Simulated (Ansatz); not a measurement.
CH₄OSSn, SMILES C[O][Sn][SH] (connectivity only; charge and spin as stated), neutral, multiplicity 1. Atoms are numbered in the order given.

```xyz
8

Sn     0.3289    -0.1533     0.7121
O     -1.2922    -1.2151     0.1970
C     -1.9672    -1.2108    -1.0338
H     -2.3759    -0.2131    -1.2880
H     -1.3146    -1.5160    -1.8754
H     -2.8133    -1.9197    -0.9902
S      0.5388     0.9830    -1.4979
H      1.6339     1.6775    -1.1056
```

Coordinates come from a B3LYP-D3(BJ)/def2-SVP optimisation. The structure was generated by enumeration; whether it is a known compound was not checked. The def2 effective core potentials stand for the cores of Sn; spin–orbit coupling is left out. One conformer was computed; it need not be the lowest.

Two levels are set side by side: PBE-D3(BJ)/def2-SVP (Ansatz, a first-principles code) and B3LYP-D3(BJ)/def2-SVP (Ansatz). Each level has its own optimised geometry; the coordinates shown are those of the second. Differences are taken from unrounded values.

```tsv
quantity	B3LYP-D3(BJ)	PBE-D3(BJ)	PBE-D3(BJ) minus B3LYP-D3(BJ)
mean bond length (Å)	1.511	1.520	0.009
bond Sn1–O2 (Å)	2.005	2.025	0.020
bond Sn1–S7 (Å)	2.494	2.498	0.004
bond O2–C3 (Å)	1.404	1.408	0.005
bond C3–H4 (Å)	1.108	1.116	0.009
bond C3–H5 (Å)	1.108	1.117	0.009
bond C3–H6 (Å)	1.105	1.113	0.008
bond S7–H8 (Å)	1.355	1.364	0.009
```

Exact exchange shortens and stiffens bonds; PBE has none. Differences between two approximate levels are no errors against the true value.
